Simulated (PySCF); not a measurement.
**Diatomics with 94 electrons**

PBE in PySCF with def2-SVP on every atom (core potentials on Hg, Pb, Bi), for the lowest determinant that a PBE0 search found; no spin–orbit coupling. All have 94 electrons, 6 of them in the valence shells, and the same state, a triplet (π ↑↑). For ions De leads to the atom and ion picked by measured ionisation energies and electron affinities.

| species | difference of nuclear charges | Re (Å) | ωe (cm⁻¹) | k (mdyn/Å) | De (eV) | dissociates to | Mayer bond order |
| --- | --- | --- | --- | --- | --- | --- | --- |
| SiHg | 66 | 2.575 | 207 | 0.619 | 0.65 | Si + Hg | 1.04 |
| MgPb | 70 | 2.833 | 204 | 0.529 | 0.95 | Mg + Pb | 1.39 |
| NaBi | 72 | 3.007 | 180 | 0.396 | 1.22 | Na + Bi | 1.01 |
| HgP⁺ | 65 | 2.476 | 249 | 0.981 | 2.69 | Hg⁺ + P | 1.10 |
| MgBi⁺ | 71 | 2.851 | 219 | 0.609 | n/a | Mg + Bi⁺ | 1.24 |

Question: Which member of the whole set has the stiffest bond, and how does it compare with the softest?

Answer: HgP⁺ with k = 0.981 mdyn/Å, 2.5 times that of NaBi.

Spin–orbit coupling is left out, which matters for elements this heavy, above all for dissociation energies. For an ion De counts to the pair picked by the measured ionisation energies or electron affinities, which need not be the lowest pair at this level. States were picked by a PBE0 search and need not be the measured ground states.
